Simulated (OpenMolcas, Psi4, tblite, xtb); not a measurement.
# A ladder of methods for BBr2Cl (dibromo(chloro)borane)

BBr2Cl: 4 atoms, total charge 0, spin state singlet. As SMILES, `ClB(Br)Br`. The shape is that of a PBE0-D4/def2-TZVP optimisation.

Quantity: the vertical energy of the triplet above the singlet, in eV. The values are calculated.

```tsv
level	kind	program	value (eV)	CPU time (all runs)
IPEA1-xTB	semi-empirical	tblite	5.08	under 2 s
GFN1-xTB	semi-empirical	xtb	4.90	under 2 s
HF/6-31G* (spherical functions)	Hartree–Fock	OpenMolcas	5.46	31 s
SVWN5/6-31G* (spherical functions)	LDA	OpenMolcas	4.57	50 s
BLYP/6-31G* (spherical functions)	GGA	OpenMolcas	4.49	68 s
M06-L/6-31G* (spherical functions)	meta-GGA	OpenMolcas	4.57	86 s
B3LYP/6-31G* (Cartesian functions)	global hybrid	OpenMolcas	4.78	76 s
DSD-PBEP86/6-31G* (density fitting for correlation, spherical functions)	double hybrid	Psi4	5.33	50 s
MP3/6-31G* (spherical functions)	perturbation theory	Psi4	5.72	61 s
```

All-electron rows without a relativistic Hamiltonian named are non-relativistic. Spin-orbit coupling, which can split open shells on such heavy atoms by tenths of an eV, is left out. The values span 4.49 to 5.72 eV. The xTB rows lack spin polarisation, so open shells miss the exchange term that lowers them. In the correlated wave-function rows the outer d shell of Br is correlated, in sets not made for it. CPU times are rough (shared hosts, several kinds of processor): they show what a rung costs within a factor of a few.
